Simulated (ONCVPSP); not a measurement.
## Plane-wave convergence, ONCV potential for Os

ONCVPSP 4.0.1 input, shortened (lines: element, Z, core and valence counts, functional; n l f; lmax; l rc ep ncon nbas qcut; lloc lpopt rc5 dvloc0; l nproj debl; icmod fcfact rcfact), LDA (Perdew-Wang 92), fully relativistic:

```
  Os 76.00    9    5  -001012      upf
    1    0    2.00
    2    0    2.00
    2    1    6.00
    3    0    2.00
    3    1    6.00
    3    2   10.00
    4    0    2.00
    4    1    6.00
    4    2   10.00
    4    3   14.00
    5    0    2.00
    5    1    6.00
    5    2    6.00
    6    0    0.50
    3
    0    1.60    0.00    4    8    9.50
    1    1.20    0.00    3    7    8.20
    2    2.10    0.00    4    8    7.60
    3    1.00    0.00    4    9   14.50
    4    5    0.90    0.00
    0    2    2.40
    1    1    0.80
    2    2    2.60
    3    1    3.00
    3    2.75    1.70
```

Open shells are filled in proportion to 2j + 1.

Problem. For each optimised wave give the share of its norm inside rc, the residual kinetic energy above qcut (Ha) and the cutoffs (Ha) for errors of 10, 1, 0.1 and 0.01 mHa per electron.

Solution.

```tsv
wave	norm inside rc	residual KE	10 mHa	1 mHa	0.1 mHa	0.01 mHa
5s	0.950	4.9e-08	21.8	27.9	32.7	37.0
6s	0.082	3.9e-08	19.1	26.2	32.1	36.9
5p j=3/2	0.548	3.4e-04	23.4	30.2	72.6	157.9
5p j=1/2	0.653	4.8e-04	23.2	30.9	103.2	not reached
5d j=5/2	0.737	4.0e-08	12.8	17.0	20.5	23.4
d projector 2 j=5/2	0.142	8.2e-08	13.5	17.5	20.7	23.6
5d j=3/2	0.765	6.3e-08	13.5	17.7	21.2	24.0
d projector 2 j=3/2	0.149	1.9e-07	14.1	18.1	21.5	24.5
4f j=7/2	0.931	3.1e-03	97.8	193.6	356.8	534.4
4f j=5/2	0.935	3.2e-03	98.0	213.2	357.8	536.7
```

The occupied waves need 213 Ha and 358 Ha for 1 and 0.1 mHa. Note: ghosts flagged at negative energy: s at -140.6 eV; GHOST(+) flagged for p3/2 at 14.3 eV, p1/2 at 35.6 eV. A true bound ghost makes a file unfit for plane-wave use.
